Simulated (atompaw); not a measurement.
## Logarithmic derivatives: holmium, PAW (atompaw)

atompaw 4.2.0.5 input, output lines left out:

```
Ho 67
GGA-PBE scalarrelativistic loggrid 2001 logderivrange -6 5 276
6 6 5 4 0 0
6 0 1.5
6 1 0
5 2 0.5
4 3 11
0 0 0
c
c
c
c
v
v
c
c
c
v
v
c
c
v
v
3
3.00 2.75 2.55 1.55
n
n
y
0.45
n
y
2
n
custom polynom vanderbiltortho sinc
bessel
2.30
3.00
1.60
3.00
3.00
3.00
0.75
0.75
```

The phase is arctan(r·u′/u) with u = r·R(r), unwrapped; energies in Ry, scanned from -6 to 5 Ry. A pole is an energy at which the radial function vanishes at the test radius. The pseudo phase is shifted by a multiple of π to meet the all-electron one at the reference energy, and phase errors are pseudo minus all-electron; the curves can meet again beyond the range given. Levels narrower than the energy grid can be missing from the lists of poles.

Task: For each channel, where are the poles, and over which energies does the pseudopotential scatter like the atom?

Result:

```
channel  radius (bohr)  reference energy (Ry)  poles, all-electron  poles, pseudo  unbroken range about the reference energy with phases within 0.05 rad  phase error 1 Ry above the reference energy (rad)
      s           3.01                  -0.27          -3.64, 2.03    -3.64, 1.98                                                              below 3.8                                             -0.003
      p           3.01                  -0.08          -1.77, 3.32    -1.77, 3.17                                                              below 4.8                                             -0.013
      d           3.01                  -0.07                 0.66           0.66                                                              below 2.5                                             +0.000
      f           3.01                  -0.20          -0.17, 3.36    -0.17, 3.38                                                              below 4.9                                             +0.001
```

Phases in the d channel:

```csv
E (Ry),all-electron,pseudo
-6.00,1.434,1.435
-5.76,1.432,1.432
-5.52,1.429,1.429
-5.28,1.425,1.425
-5.04,1.422,1.422
-4.80,1.418,1.418
-4.56,1.414,1.414
-4.32,1.409,1.410
-4.08,1.405,1.405
-3.84,1.399,1.399
-3.60,1.393,1.394
-3.36,1.387,1.387
-3.12,1.379,1.380
-2.88,1.371,1.371
-2.64,1.362,1.362
-2.40,1.351,1.351
-2.16,1.337,1.337
-1.92,1.321,1.321
-1.68,1.301,1.302
-1.44,1.276,1.276
-1.20,1.240,1.240
-0.96,1.188,1.188
-0.72,1.103,1.103
-0.48,0.930,0.930
-0.24,0.451,0.451
0.00,-0.690,-0.690
0.24,-1.280,-1.280
0.48,-1.486,-1.486
0.72,-1.591,-1.591
0.96,-1.663,-1.663
1.20,-1.723,-1.722
1.44,-1.783,-1.782
1.68,-1.852,-1.850
1.92,-1.945,-1.940
2.16,-2.089,-2.077
2.40,-2.353,-2.320
2.64,-2.886,-2.798
2.88,-3.618,-3.504
3.12,-4.077,-4.002
3.36,-4.301,-4.252
3.60,-4.425,-4.388
3.84,-4.502,-4.472
4.08,-4.555,-4.529
4.32,-4.594,-4.570
4.56,-4.625,-4.602
4.80,-4.650,-4.628
```
